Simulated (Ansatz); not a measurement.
Ideal-gas functions of CH₅AlClN (`C[NH][AlH][Cl]`) at 298.15 K and 1 bar, from an Ansatz frequency run at PBE0-D4/def2-TZVP.

Molar mass 93.49 g/mol, point group Cs (symmetry number 1), electronic degeneracy 1, moments of inertia 61.081, 202.551, 260.47 u Å². Harmonic wavenumbers (cm⁻¹, unscaled): 114, 151, 179, 326, 457, 506, 530, 616, 770, 1085, 1143, 1159, 1399, 1459, 1490, 1514, 1984, 3016, 3064, 3120, 3599.

Use S(trans) = R[1.5 ln M + 2.5 ln T − 1.1517]; rotational temperatures θ = 24.2544 K / I; S(rot) = R[ln(√π/σ · √(T³/θAθBθC)) + 1.5]; for each mode x = 1.438777 ν̃/T, S = R[x/(eˣ − 1) − ln(1 − e⁻ˣ)] and H = RT x/(eˣ − 1); 1 cm⁻¹ = 0.0119627 kJ/mol; R = 8.31446 J/(mol·K).

Problem. By hand: the entropy, in J/(mol·K).

Solution. Translation 165.5. Rotation: θ = 0.3971, 0.1197, 0.0931 K, giving 110.8. Vibration, mode by mode: 13.39, 11.13, 9.79, 5.35, 3.24, 2.69, 2.46, 1.77, 0.98, 0.28, 0.22, 0.20, 0.08, 0.06, 0.05, 0.05, 0.01, 0.00, 0.00, 0.00, 0.00, in all 51.7. Electronic 0.0. Sum 328.0 J/(mol·K).

Problem. By hand: H − E and G − E in kJ/mol, counted from the electronic energy.

Solution. Zero-point energy ½ × 27681 × 0.0119627 = 165.6; thermal vibration 8.8; translation, rotation and pV give 4 RT = 9.9. H − E = 184.3 kJ/mol, and G − E = 184.3 − 298.15 × 328.0/1000 = 86.5 kJ/mol.

Vibration gives 16 % of the entropy, 13.4 J/(mol·K) of it from the mode under 150 cm⁻¹: soft modes count most, and the harmonic formula is weakest for them. The sum counts one conformer and one mirror image; others add a mixing term.
